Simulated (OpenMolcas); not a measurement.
**B2+: CASPT2 settings compared**

```json
{
 "Program": "OpenMolcas 26.06",
 "Basis": "ANO-RCC-VQZP [5s4p3d2f1g]",
 "Scalar Hamiltonian": "DKH2, point nucleus",
 "Active space": "1 electron in 8 orbitals (2s 2p 3s 3p)",
 "State averaging": "2S+1 = 2 even, 1 root; 2S+1 = 2 odd, 3 roots",
 "Spin-orbit coupling": "RASSI with atomic mean-field integrals over the reference wave functions, term energies averaged over their components"
}
```

Methods on the same reference wave functions:
A. CASSCF
B. SS-CASPT2, IPEA 0.3 Eh, no level shift (closed shells correlated: 1s)
C. SS-CASPT2, IPEA 0.75 Eh, sigma2 regulariser 0.1 Eh (closed shells correlated: 1s)

Energies in cm-1 above 2s 2S 1/2, the measured ground level; measured values from Moore, Atomic Energy Levels, vol. I, NSRDS-NBS 35 (1971 reprint of NBS Circular 467, 1949).

```tsv
Level	A	B	C	Measured
2s 2S 1/2	0.0	0.0	0.0	0.0
2p 2P* 1/2	48887	48553	48554	48358
2p 2P* 3/2	48917	48583	48585	48393
```

Deviations, from unrounded energies. A percentage is the sum of absolute deviations over the sum of measured energies, with the sign that they share, or ± where signs differ.

```tsv
Against measurement	Levels	A	B	C
mean absolute deviation (cm-1)	2	530	190	190
other configurations (%)	2	+1.1	+0.4	+0.4
```

B, C lie about equally close to measurement and A furthest from it. The largest miss of B in the table is 2p 2P* 1/2, by +190 cm-1. The ranking rests on the paired levels alone, and a cruder setting can come out closer through cancelling errors.

Between B and C no level of the table moves by more than 5 cm-1.

The lowest spin-free term lies below A's lowest term by 0.036 hartree in B, 0.036 hartree in C.

With one active electron outside closed inactive shells, the extra shells (3p 3s) add no correlation to the reference. With one active electron the reference holds no correlation, so core polarisation is missing (holds for A). With one active electron, CASPT2 adds the correlation within the correlated inactive shells and between them and that electron, and leaves the splitting within a term as the reference gives it (holds for B; C). Computed and measured levels are paired by configuration, term and J; levels that our copy of the source lacks, or whose pairing is in doubt (as where it misses far off the trend of its configuration), stay unpaired and out of the deviations. Only configurations of the active space appear.

* marks odd parity.
